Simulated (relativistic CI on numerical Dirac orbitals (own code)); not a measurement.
**Crystal-field levels of Mn⁶⁺, 3d**

Calculated by Dirac-Coulomb-Breit CI, separate exchange-only KLI orbitals for each configuration, model QED, one configuration in a parametric crystal field, unscaled Slater integrals (own radial code).

Field parameters in Wybourne normalisation: D4h B²₀ = −7Ds, B⁴₀ = 21(Dq − Dt), B⁴₄ = 21√(5/14) Dq. The field is a parameter set, without covalency.

S and J are read from ⟨S²⟩ = S(S + 1) and ⟨J²⟩ = J(J + 1) of each level; they are not fictitious spins.

D4h, 10Dq = 27650, Ds = -1500, Dt = -530 cm⁻¹, the lowest 5 levels:

```csv
E (cm⁻¹),Degeneracy,Irrep,S,J
0.0,2,Γ7,0.50,2.04
1653,2,Γ6,0.50,1.93
2243,2,Γ7,0.50,2.40
27739,2,Γ7,0.50,2.17
36386,2,Γ6,0.50,2.16
```

Principal g values of the ground doublet: 1.48, 1.48, 1.67.

D4h, 10Dq = 27650, Ds = -1090, Dt = -530 cm⁻¹, the lowest 5 levels:

| E (cm⁻¹) | Degeneracy | Irrep | S | J |
| --- | --- | --- | --- | --- |
| 0.0 | 2 | Γ7 | 0.50 | 1.97 |
| 495 | 2 | Γ6 | 0.50 | 1.93 |
| 1158 | 2 | Γ7 | 0.50 | 2.46 |
| 27811 | 2 | Γ7 | 0.50 | 2.17 |
| 34818 | 2 | Γ6 | 0.50 | 2.16 |

Principal g values of the ground doublet: 0.87, 0.87, 1.13.

D4h, 10Dq = 27650, Ds = -680, Dt = -530 cm⁻¹, the lowest 5 levels:

```json
{"E (cm⁻¹)": "0.0", "Degeneracy": "2", "Irrep": "Γ6", "S": "0.50", "J": "1.93"}
{"E (cm⁻¹)": "287", "Degeneracy": "2", "Irrep": "Γ7", "S": "0.50", "J": "2.02"}
{"E (cm⁻¹)": "1111", "Degeneracy": "2", "Irrep": "Γ7", "S": "0.50", "J": "2.43"}
{"E (cm⁻¹)": "28546", "Degeneracy": "2", "Irrep": "Γ7", "S": "0.50", "J": "2.17"}
{"E (cm⁻¹)": "33914", "Degeneracy": "2", "Irrep": "Γ6", "S": "0.50", "J": "2.16"}
```

Principal g values of the ground doublet: 0.00, 0.09, 0.09.

The free-ion ground term has S = 1/2. Every field shown keeps that spin.

Levels of this model without a field, named by their leading LS term: ²D3/2 0, ²D5/2 1298 cm⁻¹.
